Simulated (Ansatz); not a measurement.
The cluster Sr₅O₆. Total charge 0; quintet. Geometry PBE-D4/def2-SVP; atoms count from 1.

Cartesian coordinates in Å:
```
Sr -1.240 -1.264 -0.752
Sr 0.183 1.972 -1.037
Sr -1.497 1.458 1.960
Sr 1.894 -1.071 -3.003
Sr 1.781 -0.150 1.292
O -0.621 -1.156 1.649
O 1.063 -0.281 -0.997
O -0.285 -1.737 -2.831
O -0.186 -0.579 2.802
O 0.676 1.862 1.209
O -1.768 0.947 -0.292
```

In the def2 sets Sr takes a core potential; there is no spin–orbit coupling. The structure holds one bond between oxygen atoms, so isomers without such links may lie far lower. At PBE0-D4/def2-TZVP a singlet of charge 0 lies 3.95 eV below the quintet, each at its own geometry. The structure comes from a short search, and lower isomers may exist.

Q: Estimate the Mulliken populations from the PBE0/def2-TZVP orbitals of Ansatz.

A: 
```
atom  charge (e)  spin (α − β)
 Sr1        1.33          0.07
 Sr2        1.09          0.25
 Sr3        1.19          0.15
 Sr4        0.70          0.95
 Sr5        0.92          0.52
  O6       -0.41          0.46
  O7       -1.30          0.10
  O8       -0.76          0.93
  O9       -0.37          0.50
 O10       -1.19          0.01
 O11       -1.20          0.05
```
Mulliken values and Mayer orders depend strongly on the basis.

Q: Where does the spin sit?

A: Summed by element: Sr 1.95, O 2.05, of 4 unpaired in all. Largest on single atoms: Sr4 0.95, O8 0.93, Sr5 0.52.

Q: And the Mayer bond orders between bonded heavy atoms (over 0.3)?

A: Sr1–O11 0.45 (2.32 Å); Sr2–O10 0.45 (2.30 Å); Sr2–O11 0.43 (2.33 Å); Sr3–O10 0.45 (2.33 Å); Sr3–O11 0.42 (2.33 Å); Sr4–O7 0.31 (2.31 Å); Sr4–O8 0.30 (2.28 Å); Sr5–O10 0.46 (2.30 Å); O6–O9 1.21 (1.36 Å).
